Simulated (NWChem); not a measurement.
Species: GaH$_{3}$; SMILES [GaH3]

```xyz
4

Ga     0.0000     0.0000     0.0000
H      1.1176     1.1176     0.0000
H      0.4091    -1.5267     0.0000
H     -1.5267     0.4091     0.0000
```
Atoms are numbered in this order, from 1.

Structure relaxed at the PBE-D3(BJ)/def2-SVP level.

Task: Give the principal values of the shielding tensors (ppm) of Ga1 from PBE/6-31G* (spherical d), GIAO (NWChem), with their diamagnetic and paramagnetic parts as GIAO splits them.

Result: 
| atom | σ11 | σ22 | σ33 | isotropic | diamagnetic | paramagnetic |
|---|---|---|---|---|---|---|
| Ga1 | 1187.7 | 1187.7 | 1646.1 | 1340.5 | 2641.0 | -1300.6 |
